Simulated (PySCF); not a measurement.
B3LYP has the VWN-RPA correlation part, as in Gaussian. 

## [Zr(SH)4] (charge 0, multiplicity 1)

All values below come from B3LYP-D3(BJ)/def2-TZVP // TPSS-D3(BJ)/def2-SVP (PySCF 2.14.0).

The HOMO comes out as -7.62 eV and the dipole moment is 1.36 D. The HOMO–LUMO gap is 4.96 eV, the LUMO is -2.66 eV and the charge on the central atom (Mulliken) comes out as 1.03 e. The total energy comes out as -44697.19 eV and the cost is around 3 core-minutes (rough).

```xyz
9

Zr     0.1158    -0.1056     0.0762
S     -2.2458     0.3392    -0.3639
H     -2.5457    -0.8464     0.2398
S      0.3189    -0.9386     2.3643
H      1.3139    -1.7998     2.0177
S      1.0233    -1.7439    -1.5026
H     -0.1891    -2.3243    -1.7149
S      1.4342     1.9261    -0.1732
H      1.2099     1.8570    -1.5172
```
Charge 0, spin multiplicity 1.
